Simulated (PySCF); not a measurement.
**Dipole response of Ge+ (germanium, charge +1)**

[Ar] 3d10 4s2 4p1, 2P determinant. Calculation: PySCF 2.14, in def2-TZVPPD (7s5p5d1f, 54 functions); the non-relativistic Hamiltonian (point nucleus). Coupled (time-dependent) response in atomic units; α is the mean over directions.

```csv
method,mean α (bohr³),"α xx, yy, zz",C₆ (like pair),S(−4)
UHF,21.18,"19.98, 23.57, 19.98",127.3,162.8
PBE,19.92,"18.33, 23.09, 18.33",115.3,153.4
PBE0,20.06,"18.64, 22.91, 18.64",117.0,151.1
PW91,19.76,"18.16, 22.96, 18.16",113.9,150.8
wB97X-V,20.01,"18.72, 22.57, 18.72",116.9,148.6
```

S(−4) is the Cauchy moment in α(ω) = α(0) + S(−4) ω² + …

Spin-orbit coupling is absent.

α(iu) at PBE:

```tsv
u (hartree)	α(iu) (bohr³)
0	19.92
0.0500	19.54
0.100	18.51
0.200	15.39
0.300	12.15
0.500	7.493
0.750	4.471
1.00	2.962
1.50	1.604
2.00	1.023
3.00	0.5314
5.00	0.2240
```

A single London oscillator, α(iu) = α/(1 + u²/ω²), gives C₆ = (3/4) ω α². Matching the computed C₆ needs ω = 4 × 115.3 / (3 × 19.92²) = 0.387 hartree.

For an ion, C₆ is the dispersion term alone; charge-induced terms of lower order in 1/R come first.

The components differ because the open shell of this determinant is not spherical; for a pure term their mean is the scalar polarisability.
